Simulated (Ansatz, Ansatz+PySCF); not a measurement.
```xyz
3

H     0.0000    0.0000   -1.4287
C     0.0000    0.0000   -0.4385
C     0.0000    0.0000    0.6767
```

Basis set: def2-SVP (spherical functions). Correlated methods keep 2 orbitals frozen. Correlation on ROHF uses semicanonical orbitals with singles. Charge 0, multiplicity 2.

Computed with Ansatz (development build ahead of 0.2.0); each method stands on the lowest determinant of its kind that the runs found.

Problem. Give the atomization energy at this shape (free ground-state atoms in the same class of orbitals less the molecule, no zero-point energy) of doublet C2H by ROHF-CCSD(T), ROHF-MP2, UHF-MP2, UHF, ROHF.

Solution.

```json
{"method": "ROHF-CCSD(T)", "atomization energy": "975.0 kJ/mol"}
{"method": "ROHF-MP2", "atomization energy": "1005.9 kJ/mol"}
{"method": "UHF-MP2", "atomization energy": "990.7 kJ/mol"}
{"method": "UHF", "atomization energy": "727.2 kJ/mol"}
{"method": "ROHF", "atomization energy": "724.6 kJ/mol"}
```

Caution: the shape is not the minimum. Caution for UHF-MP2, UHF: the unrestricted determinant is spin contaminated.
